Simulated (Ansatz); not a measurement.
A run on CH₃NO₄Zr, SMILES `O=C=[N][Zr]([OH])([OH])[OH]` with other settings.

```yaml
crystal:
  periodic: [false, false, false]
  atoms:
    - {symbol: O, position_ang: [2.342323, -2.621085, 1.809784]}
    - {symbol: C, position_ang: [1.648524, -1.846954, 1.275524]}
    - {symbol: N, position_ang: [0.937213, -1.053474, 0.727937]}
    - {symbol: Zr, position_ang: [-0.284490, 0.317871, -0.219363]}
    - {symbol: O, position_ang: [-1.482465, -0.624680, -1.379918]}
    - {symbol: O, position_ang: [-1.271696, 1.282582, 1.109217]}
    - {symbol: O, position_ang: [0.810547, 1.519428, -1.232997]}
    - {symbol: H, position_ang: [-2.237498, -0.974336, -1.842857]}
    - {symbol: H, position_ang: [-1.677802, 1.944616, 1.660061]}
    - {symbol: H, position_ang: [1.215343, 2.056031, -1.907397]}
basis:
  gaussian: {orbitals: def2-mTZVP}
hamiltonian: {xc: {name: PBE0-DH}}
scf: {lower_state_search: light}
output: {forces: true}
```

```sh
$ ansatz run in.yaml --threads 4 --pin off --events-out ev --progress --plain --max-ram 11315MiB
```

It prints (some lines left out):

```
Functional definition: PBE0-DH
1672 factors; integrals over basis functions are off by at most 9.1e-4 eV
mean field evaluation 1: about -12019.3184 eV, gradient 9.9e1 eV
mean field evaluation 2: about -12019.3564 eV, gradient 9.9e1 eV
mean field evaluation 4: about -12034.5467 eV, gradient 1.5e1 eV
mean field evaluation 8: about -12035.0098 eV, gradient 6.7e-1 eV
mean field evaluation 16: about -12035.0231 eV, gradient 3.2e-4 eV
mean field -12035.02309196 eV, -442.2789409977 hartree, gradient 5.0e-6 eV, S^2 0.000000; 0 other end points of the search recorded, 0 dependent functions left out
6 core orbitals not correlated: weight in the atoms' cores, before any rotation towards them, 1.000 or more for the frozen orbitals, at most 0.000 for the correlated occupied ones
reference -12035.02313004 eV, -442.2789423973 hartree; 24, 24 occupied and 146, 146 virtual orbitals, 1672 factors
second order -46.38453593 eV of doubles, -0.00000000 eV of singles
Total energy: -12040.82119703 eV, -442.4920174291 hartree
Atom 0 at     2.342323    -2.621085     1.809784 Å, force     0.028371    -0.031933     0.022054 eV/Å
Atom 1 at     1.648524    -1.846954     1.275524 Å, force    -0.099664     0.110998    -0.076536 eV/Å
Atom 2 at     0.937213    -1.053474     0.727937 Å, force     0.157342    -0.175420     0.121091 eV/Å
Atom 3 at    -0.284490     0.317871    -0.219363 Å, force    -0.029103     0.031806    -0.022814 eV/Å
Atom 4 at    -1.482465    -0.624680    -1.379918 Å, force     0.010242    -0.134486    -0.137274 eV/Å
Atom 5 at    -1.271696     1.282582     1.109217 Å, force    -0.108659    -0.039102     0.154075 eV/Å
Atom 6 at     0.810547     1.519428    -1.232997 Å, force     0.155383     0.109423     0.028361 eV/Å
Atom 7 at    -2.237498    -0.974336    -1.842857 Å, force    -0.092457     0.023638     0.013011 eV/Å
Atom 8 at    -1.677802     1.944616     1.660061 Å, force     0.005821     0.095734    -0.009673 eV/Å
Atom 9 at     1.215343     2.056031    -1.907397 Å, force    -0.027274     0.009343    -0.092293 eV/Å
Dipole moment:    -0.594471     0.666496    -0.460217 e Å
```

Run time 4.9 s (4 threads of an AMD EPYC 9R45 on a shared host); peak host memory 0.66 GiB.
